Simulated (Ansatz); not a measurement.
C2H3N, charge +1, doublet, geometry from GFN2-xTB (a state made from the parent by changing its charge; the spin is typed, not shown lowest), atoms displaced at random by about 0.08 Å a coordinate; PBE/6-31G, gradient (Ansatz, an electronic-structure program).

Here is a job for Ansatz.
Ansatz 0.2 input:
```yaml
crystal:
  periodic: [false, false, false]
  atoms:
    - {symbol: C, position_ang: [-1.16342630, -0.03216268, 0.08314778]}
    - {symbol: C, position_ang: [0.19385266, -0.05028861, 0.07486880]}
    - {symbol: N, position_ang: [1.33805301, 0.05184248, -0.06084736]}
    - {symbol: H, position_ang: [-1.51125903, -0.72700206, -0.84750165]}
    - {symbol: H, position_ang: [-1.48334850, -0.16694024, 0.95433533]}
    - {symbol: H, position_ang: [-1.53929014, 1.04321167, -0.29716411]}
basis:
  gaussian:
    orbitals: 6-31G
hamiltonian:
  xc: pbe
total_charge: 1
magnetization: {spin_polarized: true, initial_magnetization: 1}
output: {forces: true}
```

Q: Write the output that Ansatz gives for this input, abridged.

A: 
```
Functional definition: PBE
482 factors; integrals over basis functions are off by at most 1.9e-4 eV
mean field evaluation 1: about -3585.7590 eV, gradient 3.8e1 eV
mean field evaluation 2: about -3568.9748 eV, gradient 6.4e1 eV
mean field evaluation 4: about -3593.5515 eV, gradient 8.2e0 eV
mean field evaluation 8: about -3593.8829 eV, gradient 1.4e-1 eV
mean field evaluation 16: about -3593.8688 eV, gradient 4.9e-4 eV
mean field evaluation 32: about -3593.7503 eV, gradient 2.2e0 eV
mean field -3593.86878174 eV, -132.0722417173 hartree, gradient 2.7e-5 eV, S^2 0.752857; 6 other end points of the search recorded, 0 dependent functions left out
the calculation of the forces begins
reference -3593.86879929 eV, -132.0722423620 hartree; 11, 10 occupied and 22, 23 virtual orbitals, 482 factors
Total energy: -3593.86879929 eV, -132.0722423620 hartree
Atom 0 at    -1.163426    -0.032163     0.083148 Å, force     0.965156     1.623131    -9.050047 eV/Å
Atom 1 at     0.193853    -0.050289     0.074869 Å, force    -4.646289    -0.668887     0.133801 eV/Å
Atom 2 at     1.338053     0.051842    -0.060847 Å, force     7.485373     0.674369    -0.625272 eV/Å
Atom 3 at    -1.511259    -0.727002    -0.847502 Å, force     0.004116     1.189964     1.446566 eV/Å
Atom 4 at    -1.483348    -0.166940     0.954335 Å, force    -3.904865    -1.507051     7.980952 eV/Å
Atom 5 at    -1.539290     1.043212    -0.297164 Å, force     0.096508    -1.311526     0.114000 eV/Å
Dipole moment:    -0.800570    -0.004155    -0.095911 e Å
```
